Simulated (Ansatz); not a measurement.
Two isomers of CH7ClOSi2: A = `C[SiH2]O[SiH2]Cl`, B = `O[SiH2][SiH2]CCl`.

Calculated with Ansatz (gas phase, PBE0-D4/def2-TZVP geometries, no zero-point term in ΔE). CCSD(T)/CBS adds triple-zeta CCSD(T) − MP2 to the extrapolated MP2 energy (def2 sets, frozen cores). DFT in def2-TZVPP. B3LYP here is the variant with VWN-RPA as its local correlation; programs differ in this. Each species was taken in one conformer, which may not be the lowest.

A:

```xyz
12

C     1.259   -0.117   -1.450
Si    1.113    0.212    0.371
O    -0.298   -0.410    0.959
Si   -1.894   -0.186    1.079
Cl   -2.671    0.393   -0.737
H     0.444    0.360   -1.997
H     2.205    0.277   -1.830
H     1.230   -1.190   -1.656
H     1.141    1.675    0.644
H     2.210   -0.443    1.127
H    -2.531   -1.465    1.450
H    -2.207    0.894    2.040
```

B:

Z-matrix (Å, degrees):
```
Si
Si 1 2.353
O 1 1.655 2 111.9
H 1 1.485 2 109.1 3 116.4
H 1 1.489 2 110.0 3 -123.9
C 2 1.891 1 109.5 3 -161.6
H 2 1.492 1 111.0 3 -42.4
H 2 1.489 1 111.7 3 78.2
H 3 0.958 1 117.6 2 -69.7
Cl 6 1.789 2 109.0 1 -53.2
H 6 1.090 2 112.7 1 -172.4
H 6 1.090 2 111.7 1 65.1
```

(1) Which isomer does CCSD(T)/CBS put lower? Give the gap. (Best estimate.)

(2) Give E(B) − E(A) in kcal/mol with HF/def2-TZVPP, B3LYP-D4, ωB97M-V, r2SCAN-D4, CCSD/def2-TZVPP, B3LYP, PBE0-D4. (Estimate.)

(3) Does the order hold for the free energy at 298.15 K (harmonic terms from PBE0-D4)? (Best estimate.)

Largest T1 diagnostic: 0.011.

Results:

(1) Computed: A, by 74.0 kcal/mol.

(2) The calculation gave: HF/def2-TZVPP 81.3, B3LYP-D4 73.3, ωB97M-V 74.8, r2SCAN-D4 73.5, CCSD/def2-TZVPP 74.9, B3LYP 73.3, PBE0-D4 69.7. None reverses the order clearly.

(3) Ansatz gave: Yes: G(B) − G(A) = +73.4 kcal/mol, for one conformer each. Modes under 60 cm⁻¹, often nearly free rotors, make the harmonic entropy too high.

Leaving LDA and LC-ωPBE aside and taking each functional with its dispersion term where it has one, the values, not all of them listed here, spread over 11.6 kcal/mol, from revPBE-D4 to BHLYP-D4. LDA lies +1.2 kcal/mol from PBE without D4. From PBE to PBE0 (25 % exact exchange), in def2-TZVPP and without D4, E(B) − E(A) moves by +3.5 kcal/mol.
